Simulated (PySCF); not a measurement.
# Se²⁺: excitation energy

Se²⁺ [Ar] 3d10 4s2 4p2 (3P) → Se²⁺ [Ar] 3d10 4s1 4p2 5s1 (5P), as a difference of total energies. Calculation: PySCF 2.14, in x2c-TZVPPall with one added diffuse shell each of s, p, d type (7s6p5d1f, 57 functions); the spin-free X2C one-electron Hamiltonian (Gaussian nucleus). Correlated levels: valence: [Ar] 3d10 frozen; valence and next inner shell: [Ne] frozen. The calculations carry no spin-orbit coupling.

```tsv
method	excitation energy (eV)
UHF	23.435
LDA	25.722
PBE	25.446
PBE0	25.217
r2SCAN	25.230
r2SCANh	25.158
M06-2X	25.425
wB97M-V	25.281
B3LYP	25.749
MP2 (valence)	24.469
SCS-MP2 (valence)	24.904
MP2 (valence and next inner shell)	24.734
SCS-MP2 (valence and next inner shell)	25.103
```

Question: How much does correlation contribute at MP2 (valence and next inner shell)?

Answer: 24.734 − (23.435) = 1.299 eV, measured against UHF.

A first-order spin-orbit estimate (lowest level to lowest level, LS coupling) adds 0.044 eV.

The promoted electron is Rydberg-like, and one or two diffuse shells describe it only roughly, which tends to raise the upper state.

The Hartree-Fock determinant of the upper state isn't an eigenfunction of L²: it has lost the atom's symmetry, so its energy isn't that of a pure term.
